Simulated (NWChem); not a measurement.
System meant: GeSiH$_{5}$, doublet; SMILES [SiH3][GeH2]

NWChem input:

```
start job
memory heap 200 mb stack 900 mb global 1100 mb
geometry units angstroms noautoz
  Si     0.004732     1.610819     0.004185
  Ge     0.016796    -0.759886     0.164194
  H     -1.179767     2.034082    -0.801734
  H      1.252867     2.053584    -0.687045
  H     -0.063895     2.275610     1.344322
  H     -1.266624    -1.362597     0.777643
  H      1.252152    -1.341810     0.886696
end
basis spherical
  * library def2-svp
end
dft
  odft
  mult 2
  xc xpbe96 cpbe96
  iterations 4
  mulliken
end
task dft energy
```

End of the output:

```
     --------------------------
     Expectation value of S2:
     --------------------------
      <S2> =      0.7520 (Exact =     0.7500)

 center of mass
 --------------
 x =  -0.00001613 y =  -0.19987308 z =  -0.02568863

 moments of inertia (a.u.)
 ------------------
         487.978600396649          -0.000000000000          -0.000000000005
          -0.000000000000          35.421646944023          -0.000000000000
          -0.000000000005          -0.000000000000         496.780842953804

     Multipole analysis of the density
     ---------------------------------

     L   x y z        total         alpha         beta         nuclear
     -   - - -        -----         -----         ----         -------
     0   0 0 0     -0.000000    -26.000000    -25.000000     51.000000

     1   1 0 0     -0.000186      0.000052     -0.000238      0.000000
     1   0 1 0      0.073580      0.721356     -0.647777     -0.000000
     1   0 0 1      0.032688      0.268914     -0.236226      0.000000

     2   2 0 0    -25.694480    -24.712658    -22.922083     21.940262
     2   1 1 0      0.000046      0.001263     -0.001012     -0.000206
     2   1 0 1     -0.000005      0.000509     -0.000475     -0.000039
     2   0 2 0    -26.019905   -145.281234   -139.677771    258.939099
     2   0 1 1     -0.016224      0.375493      2.799709     -3.191425
     2   0 0 2    -26.090900    -22.035064    -17.162700     13.106864

 ------------------------------------------------------------------------
 dft energy failed                                                                                  0
 ------------------------------------------------------------------------
 ------------------------------------------------------------------------
  current input line :
    22: task dft energy
 ------------------------------------------------------------------------
 ------------------------------------------------------------------------
 This type of error is most commonly associated with calculations not reaching convergence criteria
 ------------------------------------------------------------------------
 For more information see the NWChem manual at https://nwchemgit.github.io

0:dft energy failed:Received an Error in Communication
```

Problem. What is wrong, and how is it mended?

Solution. The run did not converge; its last values are not results. Cause: the SCF was allowed too few iterations. This input runs:
```
start job
memory heap 200 mb stack 900 mb global 1100 mb
geometry units angstroms noautoz
  Si     0.004732     1.610819     0.004185
  Ge     0.016796    -0.759886     0.164194
  H     -1.179767     2.034082    -0.801734
  H      1.252867     2.053584    -0.687045
  H     -0.063895     2.275610     1.344322
  H     -1.266624    -1.362597     0.777643
  H      1.252152    -1.341810     0.886696
end
basis spherical
  * library def2-svp
end
dft
  odft
  mult 2
  xc xpbe96 cpbe96
  iterations 150
  mulliken
end
task dft energy
```
It converges to -2368.61556 Ha (PBE/def2-SVP, spin-unrestricted).
